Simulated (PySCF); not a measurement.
# Radial density of Be (beryllium, neutral)

B2PLYP, [He] 2s1 2p1, high-spin 3P determinant (an excited configuration). Computed with PySCF 2.14 in dyall-av3z (15s9p4d2f, 76 functions), with the spin-free X2C one-electron Hamiltonian (Gaussian nucleus).

| r (bohr) | 4πr²ρ (e/bohr) | 4πr²(ρα − ρβ) |
| --- | --- | --- |
| 0.00531 | 0.01212 | 0.0003 |
| 0.00893 | 0.03314 | 0.0007 |
| 0.0150 | 0.08889 | 0.0020 |
| 0.0253 | 0.2310 | 0.0052 |
| 0.0425 | 0.5683 | 0.0126 |
| 0.0714 | 1.276 | 0.0281 |
| 0.120 | 2.458 | 0.0527 |
| 0.202 | 3.688 | 0.0730 |
| 0.340 | 3.694 | 0.0577 |
| 0.572 | 1.965 | 0.0413 |
| 0.962 | 0.5986 | 0.2360 |
| 1.62 | 0.6760 | 0.6633 |
| 2.72 | 0.6206 | 0.6206 |
| 4.58 | 0.1598 | 0.1598 |
| 7.70 | 0.007592 | 0.0076 |
| 13.0 | 3.004e-05 | 0.0000 |

Densities and radii are taken from the X2C orbitals without a picture-change correction, which distorts them close to the nucleus.
